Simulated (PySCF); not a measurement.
Job for PySCF: R-B3LYP/3-21G on SiH4 (SMILES [SiH4]).

```python
from pyscf import gto, scf, dft, mp
from pyscf.data.elements import chemcore

mol = gto.M(
    atom='''
    Si   -0.47120267    0.12452886    0.01256418
    H     1.00521338    0.10705511   -0.07373224
    H    -0.92766510   -0.97163482    0.89687356
    H    -1.04657453   -0.07138502   -1.33864188
    H    -0.92682805    1.42148067    0.55836856
    ''',
    basis='3-21g',
    charge=0, spin=0, verbose=3, max_memory=1800)
mf = dft.RKS(mol, xc='b3lyp')
mf.conv_tol = 1e-8
mf.max_cycle = 100
mf.kernel()
if not mf.converged:
    mf = mf.newton().run(mf.mo_coeff, mf.mo_occ)
```

### Question
Give the final energy of this run.

### Answer
-290.3455 hartree.
